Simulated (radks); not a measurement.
Charge is removed step by step from the 5s down level of the tantalum ion Ta2+, starting from [Kr] 4d10 4f14 5s(up 1, down 1) 5p6 5d3. All-electron calculation, scalar-relativistic Kohn-Sham, r2SCAN, spin-polarised, spherical densities, finite nucleus; open shells are filled with parallel spins first (spin-orbit coupling, left out, can overturn this in heavy ions); meta-GGA in the generalised Kohn-Sham scheme; Fermi nuclear charge, rms radius 5.3507 fm. Program: a radial shooting solver on a logarithmic mesh with Libxc functionals.

removed (e)  E - E(0) (eV)  eigenvalue (eV)  E minus straight line (eV)
0                    0.000          -89.378                       0.000
0.25                22.758          -92.843                      -1.328
0.5                 46.391          -96.379                      -1.782
0.75                70.915          -99.974                      -1.343
1                   96.345          -103.62                       0.000

Removing the whole electron costs 96.345 eV by Delta-SCF, against 89.378 eV from minus the eigenvalue at the starting occupation. Slater's transition state (half an electron removed) gives 96.379 eV. Integrating minus the eigenvalue over the occupation (Janak's theorem) gives 96.419 eV. In this scalar-relativistic scheme the density is built from large components alone, so the theorem holds only approximately. The mean slope of the eigenvalue, de/dn, is 14.2 eV per electron.
